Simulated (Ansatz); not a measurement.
C$_{7}$H$_{8}$, charge +1, doublet, geometry from GFN2-xTB (a state made from the parent by changing its charge; the spin is typed, not shown lowest); Ansatz (a first-principles code) with HF/def2-SVP.

Input for Ansatz:
Ansatz 0.2 input:
```yaml
crystal:
  periodic: [false, false, false]
  atoms:
    - {symbol: C, position_ang: [1.17486600, -0.47772752, 0.64346424]}
    - {symbol: C, position_ang: [0.78808183, 0.81384632, 0.85974479]}
    - {symbol: C, position_ang: [-0.27270495, 1.14091680, -0.16480281]}
    - {symbol: C, position_ang: [-1.32582170, 0.24940099, 0.45008430]}
    - {symbol: C, position_ang: [-0.93903754, -1.04217285, 0.23380375]}
    - {symbol: C, position_ang: [0.36763190, -0.99733600, -0.52286403]}
    - {symbol: C, position_ang: [0.18725884, 0.28323646, -1.35653456]}
    - {symbol: H, position_ang: [1.88225086, -1.06032231, 1.20773834]}
    - {symbol: H, position_ang: [1.12040016, 1.48369710, 1.63374723]}
    - {symbol: H, position_ang: [-0.52038085, 2.18306297, -0.32266910]}
    - {symbol: H, position_ang: [-2.18604264, 0.60082512, 0.99298053]}
    - {symbol: H, position_ang: [-1.42419194, -1.94319429, 0.56697164]}
    - {symbol: H, position_ang: [0.70397232, -1.90537355, -1.00729843]}
    - {symbol: H, position_ang: [-0.57381316, 0.18453533, -2.12817486]}
    - {symbol: H, position_ang: [1.11615896, 0.63578433, -1.80066947]}
basis:
  gaussian:
    orbitals: def2-SVP
hamiltonian:
  xc: hf
total_charge: 1
magnetization: {spin_polarized: true, initial_magnetization: 1}
```

The log (banner, timings and long lists left out):

```
Functional definition: HF
1822 factors; their error is unknown
mean field evaluation 1: about -7319.8332 eV, gradient 3.0e1 eV
mean field evaluation 2: about -7323.8984 eV, gradient 1.4e1 eV
mean field evaluation 4: about -7324.8880 eV, gradient 4.4e-1 eV
mean field evaluation 8: about -7325.0095 eV, gradient 3.2e-1 eV
mean field evaluation 16: about -7325.0101 eV, gradient 2.1e-5 eV
mean field evaluation 32: about -7318.5830 eV, gradient 7.6e0 eV
mean field evaluation 64: about -7319.9374 eV, gradient 1.2e1 eV
mean field -7325.01005608 eV, -269.1891544908 hartree, gradient 2.1e-5 eV, S^2 0.761222; 0 other end points of the search recorded, 0 dependent functions left out
reference -7325.01005608 eV, -269.1891544908 hartree; 25, 24 occupied and 113, 114 virtual orbitals, 1822 factors
Total energy: -7325.01005608 eV, -269.1891544908 hartree
```
